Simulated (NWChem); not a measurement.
SiHOF₃; SMILES O[Si](F)(F)F

```xyz
6

O      1.1282    -1.1693     0.0000
Si    -0.0021    -0.0112     0.0000
F      0.0991     0.9385    -1.2798
F     -1.4267    -0.7169     0.0000
F      0.0991     0.9385     1.2798
H      2.0593    -0.9312     0.0000
```
Atoms are numbered in this order, from 1.

Program: NWChem. All runs use the structure optimised with PBE0/def2-SVP. Vertical excitations in the gas phase.

Problem. Predict the results for PBE/def2-SVP, TDA. Quantities: lowest excitation, singlet (eV); oscillator strength of that lowest state; orbital gap (eV).

Solution. 
```json
{
 "lowest excitation, singlet (eV)": "8.26",
 "oscillator_strength_of_that_lowest_state": "0.022",
 "orbital gap (eV)": "8.02"
}
```
